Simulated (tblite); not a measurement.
C₆H₁₁Ga.
Atom-mapped SMILES: `[CH:1]#[C:2][CH2:3][GaH:4][CH:5]([CH3:6])[CH3:7]` (hydrogens: H8 on C1; H9, H10 on C3; H11 on Ga4; H12 on C5; H13, H14, H15 on C6; H16, H17, H18 on C7)

Computed with GFN2-xTB (tblite), gas phase: L-BFGS steps from a force-field or distance-geometry start until the largest atomic force falls under 0.01 eV/Å.

Step 3: E = -530.8896 eV
```
atom  x, y, z in Å  |  force x, y, z in eV/Å
C1      4.3034   -0.1580   -0.3418   -0.501  -0.184   0.067
C2      3.2842   -0.7755   -0.1481    0.270   0.085  -0.046
C3      2.0574   -1.4996    0.0848    0.100  -0.294   0.040
Ga4     0.5105   -0.2502   -0.4050    0.167   0.434   0.481
C5     -1.3648    0.2974    0.3175    0.738  -0.322  -0.272
C6     -2.6046   -0.5507    0.3265    0.232  -0.052  -0.124
C7     -1.6380    1.5718   -0.4433    0.023   0.057   0.033
H8      5.1847    0.3973   -0.5071   -0.153  -0.160   0.040
H9      1.9624   -1.8116    1.1390    0.140  -0.047  -0.255
H10     1.9522   -2.3680   -0.5707    0.381  -0.325   0.089
H11     1.2157    1.1851   -0.5350    0.084   0.265  -0.333
H12    -1.0676    0.5453    1.3453   -0.023   0.008   0.144
H13    -2.9781   -0.5893   -0.6904   -0.170  -0.475  -0.099
H14    -2.3881   -1.5363    0.7216   -0.278  -0.214   0.049
H15    -3.3378   -0.0317    0.9188   -0.520  -0.114   0.398
H16    -2.0454    2.2592    0.2751   -0.366   0.716  -0.167
H17    -0.7090    1.9755   -0.8663   -0.161   0.243   0.015
H18    -2.3460    1.3456   -1.2392    0.036   0.378  -0.062
```

Step 4: E = -530.9525 eV
```
atom  x, y, z in Å  |  force x, y, z in eV/Å
C1      4.2938   -0.1609   -0.3405    0.682   0.525  -0.156
C2      3.2868   -0.7754   -0.1482   -0.840  -0.608   0.163
C3      2.0591   -1.5038    0.0835    0.167  -0.214  -0.078
Ga4     0.5270   -0.2436   -0.3954    0.038   0.437   0.440
C5     -1.3565    0.2935    0.3142    0.503  -0.199  -0.159
C6     -2.6040   -0.5524    0.3251    0.124   0.043   0.019
C7     -1.6380    1.5736   -0.4408   -0.005   0.133   0.129
H8      5.1792    0.3922   -0.5058   -0.214  -0.190   0.051
H9      1.9660   -1.8127    1.1319    0.127  -0.096  -0.068
H10     1.9616   -2.3750   -0.5673    0.357  -0.328   0.048
H11     1.2168    1.1907   -0.5430    0.112   0.270  -0.322
H12    -1.0675    0.5452    1.3477   -0.037  -0.026   0.051
H13    -2.9808   -0.6014   -0.6908   -0.151  -0.401  -0.072
H14    -2.3956   -1.5390    0.7215   -0.225  -0.215   0.061
H15    -3.3462   -0.0366    0.9262   -0.268  -0.196   0.189
H16    -2.0531    2.2743    0.2678   -0.269   0.519  -0.186
H17    -0.7148    1.9815   -0.8662   -0.073   0.256   0.004
H18    -2.3427    1.3560   -1.2383   -0.028   0.292  -0.114
```

Step 5: E = -531.0511 eV
```
atom  x, y, z in Å  |  force x, y, z in eV/Å
C1      4.2783   -0.1619   -0.3395    1.239   0.850  -0.262
C2      3.2831   -0.7829   -0.1465   -1.186  -0.871   0.215
C3      2.0644   -1.5168    0.0777    0.089  -0.182  -0.173
Ga4     0.5663   -0.2229   -0.3690   -0.247   0.406   0.313
C5     -1.3377    0.2857    0.3082   -0.072   0.091   0.046
C6     -2.6039   -0.5547    0.3246   -0.008   0.007   0.135
C7     -1.6386    1.5808   -0.4317   -0.068   0.259   0.119
H8      5.1671    0.3803   -0.5029   -0.120  -0.106   0.034
H9      1.9758   -1.8174    1.1182    0.074  -0.189   0.267
H10     1.9877   -2.3954   -0.5594    0.263  -0.350  -0.063
H11     1.2212    1.2073   -0.5655    0.178   0.273  -0.287
H12    -1.0678    0.5438    1.3518   -0.047  -0.078  -0.073
H13    -2.9884   -0.6335   -0.6917   -0.068  -0.197   0.076
H14    -2.4152   -1.5479    0.7220   -0.096  -0.132   0.071
H15    -3.3642   -0.0524    0.9419    0.153  -0.250  -0.160
H16    -2.0730    2.3125    0.2478   -0.068   0.108  -0.144
H17    -0.7279    1.9992   -0.8662    0.078   0.253   0.018
H18    -2.3360    1.3826   -1.2382   -0.092   0.106  -0.135
```

**Question.** Estimate the geometry and energy of step 6. (The exact step hangs on the optimiser's Hessian estimate; all steps are aligned on step 5, rigid shifts and turns removed.)

**Answer.** E = -531.0999 eV, largest force 0.738 eV/Å
```
atom  x, y, z in Å  |  force x, y, z in eV/Å
C1      4.2715   -0.1591   -0.3399    0.584   0.430  -0.137
C2      3.2780   -0.7922   -0.1450   -0.468  -0.444   0.060
C3      2.0674   -1.5297    0.0718   -0.033  -0.188  -0.084
Ga4     0.5882   -0.2031   -0.3473   -0.331   0.315   0.206
C5     -1.3283    0.2831    0.3056   -0.412   0.267   0.116
C6     -2.6040   -0.5574    0.3258   -0.041  -0.086   0.105
C7     -1.6402    1.5896   -0.4247   -0.086   0.258  -0.017
H8      5.1603    0.3728   -0.5010    0.049   0.015   0.005
H9      1.9831   -1.8237    1.1138    0.037  -0.210   0.316
H10     2.0087   -2.4147   -0.5555    0.178  -0.335  -0.112
H11     1.2272    1.2227   -0.5849    0.205   0.250  -0.252
H12    -1.0687    0.5416    1.3533   -0.056  -0.078  -0.081
H13    -2.9942   -0.6574   -0.6904   -0.003  -0.058   0.163
H14    -2.4294   -1.5553    0.7235    0.013  -0.070   0.081
H15    -3.3734   -0.0665    0.9495    0.303  -0.205  -0.283
H16    -2.0870    2.3388    0.2328    0.026  -0.087  -0.051
H17    -0.7350    2.0150   -0.8658    0.116   0.218   0.058
H18    -2.3330    1.4016   -1.2399   -0.080   0.005  -0.092
```

The energy changes by -0.0488 eV. The first-order estimate −F·Δx gives -0.0690 eV and the mean of the old and new forces, exact on a quadratic surface, -0.0487 eV. The step makes an angle of 70° with the force vector and moves no atom by more than 0.037 Å.

What follows is the cost of the whole relaxation. Hardware: Arm Neoverse N1, one thread, shared host with 64 logical CPUs at a one-minute load of 63. Cost: 2.1 s.
